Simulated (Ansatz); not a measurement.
AlH7O3Si2, SMILES `[OH][Al]([O][SiH3])[O][SiH3]`, charge 0, multiplicity 1.

Q: Give a relaxed structure at PBE0-D4/def2-TZVP (Ansatz 0.2.0). (An estimate is asked.)

A: The calculation gave: 
```xyz
13

O     2.006   -1.550   -0.860
Al    0.699   -0.595   -0.392
O     0.785    0.217    1.063
Si    1.173    0.864    2.501
O    -0.661   -0.458   -1.360
Si   -2.128   -0.014   -1.901
H     2.014   -2.039   -1.681
H     0.002    1.592    3.056
H     2.302    1.820    2.346
H     1.573   -0.202    3.457
H    -2.967   -1.222   -2.120
H    -2.811    0.872   -0.921
H    -1.988    0.715   -3.189
```
This is one stationary point; other conformers may exist.
